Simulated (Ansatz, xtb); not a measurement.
**Two isomers of C4H8O3**

We compare a, `CC(=O)OCCO`, a singlet, with b, `CO[C@H](C)OC=O`, a singlet. Both are isolated molecules in the gas phase, relaxed with r2SCAN-D4/def2-SVP; the shapes shown needn't be the lowest conformers.

a (Å):

```yaml
atoms:
  - { symbol: C, position_ang: [-0.4471, -2.2219, -2.0552] }
  - { symbol: C, position_ang: [0.0525, -0.9510, -1.4333] }
  - { symbol: C, position_ang: [-0.5467, 0.8081, 0.0765] }
  - { symbol: C, position_ang: [0.6887, 0.8711, 0.9692] }
  - { symbol: O, position_ang: [1.0942, -0.3992, -1.7285] }
  - { symbol: O, position_ang: [-0.8066, -0.4866, -0.5183] }
  - { symbol: O, position_ang: [1.8627, 1.2478, 0.3154] }
  - { symbol: H, position_ang: [0.3486, -2.6799, -2.6537] }
  - { symbol: H, position_ang: [-0.8004, -2.9143, -1.2779] }
  - { symbol: H, position_ang: [-1.3091, -1.9937, -2.7016] }
  - { symbol: H, position_ang: [-1.4583, 0.9987, 0.6598] }
  - { symbol: H, position_ang: [-0.4610, 1.5637, -0.7234] }
  - { symbol: H, position_ang: [0.4929, 1.6308, 1.7466] }
  - { symbol: H, position_ang: [0.7699, -0.1047, 1.5016] }
  - { symbol: H, position_ang: [1.8997, 0.7126, -0.4988] }
```

b (Å):

```yaml
atoms:
  - { symbol: C, position_ang: [0.3960, 1.4319, -1.3713] }
  - { symbol: C, position_ang: [-0.4029, -0.7383, -1.7406] }
  - { symbol: C, position_ang: [-1.1480, -1.8679, -1.0792] }
  - { symbol: C, position_ang: [0.9153, -1.8142, -3.4209] }
  - { symbol: O, position_ang: [-0.1491, 0.2493, -0.8203] }
  - { symbol: O, position_ang: [0.8953, -1.2207, -2.2245] }
  - { symbol: O, position_ang: [-0.0406, -2.0291, -4.1213] }
  - { symbol: H, position_ang: [0.4759, 2.1618, -0.5552] }
  - { symbol: H, position_ang: [1.3985, 1.2539, -1.7971] }
  - { symbol: H, position_ang: [-0.2598, 1.8439, -2.1623] }
  - { symbol: H, position_ang: [-0.9386, -0.3513, -2.6308] }
  - { symbol: H, position_ang: [-1.3489, -2.6636, -1.8092] }
  - { symbol: H, position_ang: [-2.1024, -1.4936, -0.6824] }
  - { symbol: H, position_ang: [-0.5472, -2.2640, -0.2478] }
  - { symbol: H, position_ang: [1.9650, -2.0847, -3.6740] }
```

Estimate E(b) − E(a) at the level CCSD(T)/def2-SVP + ΔMP2/def2-TZVPP.

Calculated at CCSD(T)/def2-SVP + ΔMP2/def2-TZVPP: E(b) − E(a) = +8.1 kcal/mol, so structure a lies lower.

How the difference moves with the method:

```json
{"level": "GFN2-xTB", "geometry": "GFN2-xTB", "E(b) − E(a) (kcal/mol)": "+5.0", "departure from the last row (kcal/mol)": "−3.1", "job, with rough time for the two": "optimisation, 0.11 s"}
{"level": "HF/STO-3G", "geometry": "GFN2-xTB", "E(b) − E(a) (kcal/mol)": "+1.0", "departure from the last row (kcal/mol)": "−7.1", "job, with rough time for the two": "single point, 0.28 s"}
{"level": "r2SCAN-D4/def2-SVP//GFN2-xTB", "geometry": "GFN2-xTB", "E(b) − E(a) (kcal/mol)": "+7.7", "departure from the last row (kcal/mol)": "−0.4", "job, with rough time for the two": "single point, 3.3 s"}
{"level": "r2SCAN-D4/def2-SVP", "geometry": "r2SCAN-D4/def2-SVP", "E(b) − E(a) (kcal/mol)": "+7.8", "departure from the last row (kcal/mol)": "−0.3", "job, with rough time for the two": "optimisation, 60 s"}
{"level": "HF/def2-SVP", "geometry": "r2SCAN-D4/def2-SVP", "E(b) − E(a) (kcal/mol)": "+7.0", "departure from the last row (kcal/mol)": "−1.1", "job, with rough time for the two": "part of the CCSD(T) run"}
{"level": "MP2/def2-SVP", "geometry": "r2SCAN-D4/def2-SVP", "E(b) − E(a) (kcal/mol)": "+7.3", "departure from the last row (kcal/mol)": "−0.8", "job, with rough time for the two": "part of the CCSD(T) run"}
{"level": "CCSD(T)/def2-SVP", "geometry": "r2SCAN-D4/def2-SVP", "E(b) − E(a) (kcal/mol)": "+6.7", "departure from the last row (kcal/mol)": "−1.3", "job, with rough time for the two": "single point"}
{"level": "CCSD(T)/def2-SVP + ΔMP2/def2-TZVPP", "geometry": "r2SCAN-D4/def2-SVP", "E(b) − E(a) (kcal/mol)": "+8.1", "departure from the last row (kcal/mol)": "", "job, with rough time for the two": "single point, 72 s"}
```

As drawn, b has 1 C–O, 1 C–H in place of 1 C–C, 1 O–H.

The levels shown agree on the order. The largest departure from CCSD(T)/def2-SVP + ΔMP2/def2-TZVPP is that of HF/STO-3G, 7.1 kcal/mol. A small imaginary or near-zero mode remains, so no thermal terms are given. The last row adds to CCSD(T) the change of the MP2 difference between the two basis sets, here +1.3 kcal/mol.

The correlated steps freeze 7 core orbitals. Run with Ansatz 0.2.0, xtb 6.7.1; the last row on 4 threads of Arm Neoverse V2 on a shared host.
